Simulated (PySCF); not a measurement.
Rubidium: a sound run and one with changed settings

Sound run: Rb⁺ [Kr], Rb²⁺ [Ar] 3d10 4s2 4p5. All numbers are calculated (PySCF 2.14, a scalar-relativistic core potential, in def2-SVP with the def2 core potential (28 electrons)). In the sound run the correlated levels freeze 4s2 outside the core potential. The sound run starts from symmetry-adapted Hartree-Fock orbitals and uses a fine grid where one is needed.

A second run was set up differently.

```
species  method  sound run (hartree)  changed run (hartree)  converged
    Rb⁺     MP2            -23.69957              -23.70742        yes
   Rb²⁺     MP2            -22.70284              -22.71436        yes
```

Ionisation energy of Rb⁺:

```
 method  sound run (eV)  changed run (eV)
    UHF          26.633            26.633
    MP2          27.122            27.023
SCS-MP2          27.099            26.985
```

(1) What was changed?
A. minimal basis
B. all electrons correlated in a valence basis
C. too few SCF iterations
D. a valence shell is frozen

## Answers

(1) B. A valence basis has no tight correlating functions, so it recovers only part of the core correlation, and not evenly between atom and ion.
